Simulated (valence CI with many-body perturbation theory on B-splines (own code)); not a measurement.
Energy levels of Ba L

Calculated by valence CI with perturbative core correlation (CI+MBPT): five valence electrons over a frozen Dirac-Fock core [He], radial functions for each j: 9 s, 9 p, 8 d, 6 f, 3 g, 1 h, with the one-electron correlation potential Σ1 (screened to all orders), the two-electron term Σ2, the three-electron term Σ3, Breit, model QED; selected single and double excitations, second order for the rest, scaled by the run's own slope (own B-spline code, finite nucleus).

The last digits are not significant, and no measured levels were compared; by estimate large intervals hold to a few tenths of a per cent, small ones and those within an open d or f shell to about a per cent. Among the levels kept, up to 4100 cm⁻¹ of a level comes from second order outside the variational space, and about a tenth of that is noise between levels of different J, which matters for small intervals.

Levels 1 to 45 of 62, with energies above the lowest level, (2s^2 2p1/2^2 2p3/2) J=3/2. "Leading %" is the weight of the configuration and term that name the level; weights of strongly mixed levels are sums over their largest components and can fall short, so below about 35 % the name and the second component can differ from the true leading terms, or belong to a minority configuration. In the jj column 3d3/2^4 stands for four electrons in 3d with j = 3/2.

```
No.  Configuration  Term    J  E (eV)  Leading %     Second component                      Leading jj
  1        2s2.2p3   2P°  3/2     0.0         47     27 % 2s2.2p3 4S°      2s^2 2p1/2^2 2p3/2 (100 %)
  2        2s2.2p3   4S°  3/2   381.5         55     45 % 2s2.2p3 2D°      2s^2 2p1/2 2p3/2^2 (100 %)
  3        2s2.2p3   2D°  5/2   402.0        100                           2s^2 2p1/2 2p3/2^2 (100 %)
  4        2s2.2p3   2P°  1/2   435.1        100                           2s^2 2p1/2 2p3/2^2 (100 %)
  5         2s.2p4    4P  5/2   610.8         74       26 % 2s.2p4 2D       2s 2p1/2^2 2p3/2^2 (99 %)
  6         2s.2p4    2S  1/2   683.1         61       31 % 2s.2p4 4P       2s 2p1/2^2 2p3/2^2 (99 %)
  7         2s.2p4    2P  3/2   684.6         45       36 % 2s.2p4 2D       2s 2p1/2^2 2p3/2^2 (98 %)
  8        2s2.2p3   2P°  3/2   817.8         52     29 % 2s2.2p3 2D°             2s^2 2p3/2^3 (99 %)
  9         2s.2p4    4P  3/2  1013.0         80       14 % 2s.2p4 2D         2s 2p1/2 2p3/2^3 (99 %)
 10         2s.2p4    2D  5/2  1046.6         74       26 % 2s.2p4 4P         2s 2p1/2 2p3/2^3 (99 %)
 11         2s.2p4    2P  1/2  1085.9         61       36 % 2s.2p4 4P         2s 2p1/2 2p3/2^3 (97 %)
 12         2s.2p4    2D  3/2  1096.8         50       49 % 2s.2p4 2P         2s 2p1/2 2p3/2^3 (99 %)
 13            2p5   2P°  3/2  1350.3         99                               2p1/2^2 2p3/2^3 (99 %)
 14         2s.2p4    2S  1/2  1484.5         37       32 % 2s.2p4 4P               2s 2p3/2^4 (98 %)
 15            2p5   2P°  1/2  1753.6        100                                2p1/2 2p3/2^4 (100 %)
 16     2s2.2p2.3s    4P  1/2  4941.9         48   29 % 2s2.2p2.3s 2S          2s^2 2p1/2^2 3s (99 %)
 17     2s2.2p2.3p   2P°  1/2  5011.3         44  40 % 2s2.2p2.3p 4D°       2s^2 2p1/2^2 3p1/2 (99 %)
 18     2s2.2p2.3p   2P°  3/2  5137.2         32  22 % 2s2.2p2.3p 4D°       2s^2 2p1/2^2 3p3/2 (99 %)
 19     2s2.2p2.3d    2D  3/2  5203.8         40   34 % 2s2.2p2.3d 4F       2s^2 2p1/2^2 3d3/2 (99 %)
 20     2s2.2p2.3d    2D  5/2  5244.6         33   19 % 2s2.2p2.3d 4D       2s^2 2p1/2^2 3d5/2 (99 %)
 21     2s2.2p2.3s    4P  3/2  5330.3         88   10 % 2s2.2p2.3s 2P      2s^2 2p1/2 2p3/2 3s (99 %)
 22     2s2.2p2.3s    2P  1/2  5337.8         67   32 % 2s2.2p2.3s 4P     2s^2 2p1/2 2p3/2 3s (100 %)
 23     2s2.2p2.3s    2D  5/2  5347.6         62   37 % 2s2.2p2.3s 4P      2s^2 2p1/2 2p3/2 3s (99 %)
 24     2s2.2p2.3s    2D  3/2  5352.3         63   36 % 2s2.2p2.3s 2P      2s^2 2p1/2 2p3/2 3s (99 %)
 25     2s2.2p2.3p   4P°  1/2  5399.1         47  28 % 2s2.2p2.3p 4D°   2s^2 2p1/2 2p3/2 3p1/2 (99 %)
 26     2s2.2p2.3p   4D°  3/2  5404.8         56  23 % 2s2.2p2.3p 2D°   2s^2 2p1/2 2p3/2 3p1/2 (99 %)
 27     2s2.2p2.3p   2F°  5/2  5417.0         47  31 % 2s2.2p2.3p 2D°   2s^2 2p1/2 2p3/2 3p1/2 (99 %)
 28     2s2.2p2.3p   2P°  3/2  5443.0         41  26 % 2s2.2p2.3p 2D°   2s^2 2p1/2 2p3/2 3p1/2 (98 %)
 29     2s2.2p2.3p   4D°  5/2  5509.4         34  25 % 2s2.2p2.3p 4P°   2s^2 2p1/2 2p3/2 3p3/2 (68 %)
 30     2s2.2p2.3p   2P°  1/2  5520.8         34  33 % 2s2.2p2.3p 4P°   2s^2 2p1/2 2p3/2 3p3/2 (98 %)
 31     2s2.2p2.3p   2D°  3/2  5527.2         52  24 % 2s2.2p2.3p 4P°   2s^2 2p1/2 2p3/2 3p3/2 (99 %)
 32     2s2.2p2.3p   2F°  7/2  5534.1         62  38 % 2s2.2p2.3p 4D°   2s^2 2p1/2 2p3/2 3p3/2 (99 %)
 33     2s2.2p2.3p   4S°  3/2  5534.1         16  13 % 2s2.2p2.3p 2D°   2s^2 2p1/2 2p3/2 3p3/2 (62 %)
 34      2s.2p3.3s   4P°  5/2  5536.0         27  23 % 2s2.2p2.3p 4D°      2s 2p1/2^2 2p3/2 3s (58 %)
 35     2s2.2p2.3p   2D°  5/2  5555.5         56  16 % 2s2.2p2.3p 2F°   2s^2 2p1/2 2p3/2 3p3/2 (91 %)
 36      2s.2p3.3s   2P°  3/2  5559.0         24   19 % 2s.2p3.3s 4S°      2s 2p1/2^2 2p3/2 3s (64 %)
 37     2s2.2p2.3p   2P°  1/2  5564.7         79   8 % 2s2.2p2.3p 4D°   2s^2 2p1/2 2p3/2 3p3/2 (90 %)
 38     2s2.2p2.3d    4F  3/2  5593.0         41   28 % 2s2.2p2.3d 2P   2s^2 2p1/2 2p3/2 3d3/2 (94 %)
 39     2s2.2p2.3d    4F  5/2  5594.8         52   31 % 2s2.2p2.3d 2F   2s^2 2p1/2 2p3/2 3d3/2 (90 %)
 40     2s2.2p2.3d    4D  1/2  5597.3         79   14 % 2s2.2p2.3d 2P  2s^2 2p1/2 2p3/2 3d3/2 (100 %)
 41     2s2.2p2.3d    2F  5/2  5603.0         14    14 % 2s.2p3.3p 4D   2s 2p1/2^2 2p3/2 3p1/2 (72 %)
 42      2s.2p3.3s   2P°  1/2  5603.3         38   33 % 2s.2p3.3s 4D°      2s 2p1/2^2 2p3/2 3s (88 %)
 43      2s.2p3.3p    6P  3/2  5603.6         24    23 % 2s.2p3.3p 4P   2s 2p1/2^2 2p3/2 3p1/2 (88 %)
 44      2s.2p3.3s   2P°  3/2  5605.3         32   19 % 2s.2p3.3s 2D°      2s 2p1/2^2 2p3/2 3s (96 %)
 45     2s2.2p2.3d    2G  7/2  5609.1         47   27 % 2s2.2p2.3d 4F   2s^2 2p1/2 2p3/2 3d3/2 (94 %)
```

The ionisation energy to 2s2.2p2 3P_0 of the next ion comes out as 9078 eV (NIST: 9077 ± 4 eV (theoretical)). All 62 levels together are meant to be complete up to 5748.3 eV.
